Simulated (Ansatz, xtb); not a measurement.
C5H5BrSe: which of two isomers lies lower

Structure I is `Cc1cc(Br)c[se]1`, a singlet and structure II is `BrC1=CC[Se]C=C1`, a singlet. Both are isolated molecules in the gas phase, relaxed with PBE-D3(BJ)/def2-SVP.

Quicker runs give these differences E(II) − E(I): GFN2-xTB +14.6 kcal/mol; HF/STO-3G +17.1 kcal/mol (at GFN2-xTB geometries); r2SCAN-D4/def2-SVP +14.9 kcal/mol (at GFN2-xTB geometries).

Question: Estimate E(II) − E(I) at the level CCSD(T)/def2-SVP + ΔMP2/def2-TZVPP.

Answer: Calculated at CCSD(T)/def2-SVP + ΔMP2/def2-TZVPP: E(II) − E(I) = +14.6 kcal/mol, so structure I lies lower.

Level by level:

```
                             level             geometry  E(II) − E(I) (kcal/mol)  departure from the last row (kcal/mol)  job, with rough time for the two
                          GFN2-xTB             GFN2-xTB                     +14.6                                     0.0              optimisation, 0.17 s
                         HF/STO-3G             GFN2-xTB                     +17.1                                    +2.5               single point, 0.9 s
                r2SCAN-D4/def2-SVP             GFN2-xTB                     +14.9                                    +0.4                 single point, 6 s
               PBE-D3(BJ)/def2-SVP  PBE-D3(BJ)/def2-SVP                     +14.5                                    −0.1                optimisation, 63 s
                       HF/def2-SVP  PBE-D3(BJ)/def2-SVP                     +13.4                                    −1.2           part of the CCSD(T) run
                      MP2/def2-SVP  PBE-D3(BJ)/def2-SVP                     +18.0                                    +3.4           part of the CCSD(T) run
                  CCSD(T)/def2-SVP  PBE-D3(BJ)/def2-SVP                     +14.1                                    −0.5                      single point
CCSD(T)/def2-SVP + ΔMP2/def2-TZVPP  PBE-D3(BJ)/def2-SVP                     +14.6                                                     single point, 3.2 min
```

As drawn, II has 2 C=C, 1 C–C, 2 C–Se in place of 3 C∷C, 2 C∷Se (∷ is an aromatic bond). Structure I has a 5-membered ring (with an aromatic ring), II a 6-membered ring.

None of the levels shown reverses the order. The largest departure from CCSD(T)/def2-SVP + ΔMP2/def2-TZVPP is that of MP2/def2-SVP, 3.4 kcal/mol. The last row adds to CCSD(T) the change of the MP2 difference between the two basis sets, here +0.5 kcal/mol.

With thermal terms from frequencies at re-optimised GFN2-xTB minima (ideal gas, soft modes damped towards free rotors, one conformer each, 298.15 K, 1 atm): on the last row, ΔE + ΔZPE = +14.5, ΔH = +14.2, ΔG = +15.0 kcal/mol.

The correlated steps freeze 23 core orbitals; the filled d shell of Br and Se is correlated, in a basis made for valence electrons. Run with Ansatz 0.2.0, xtb 6.7.1; the last row on 4 threads of Arm Neoverse V1 on a shared host.
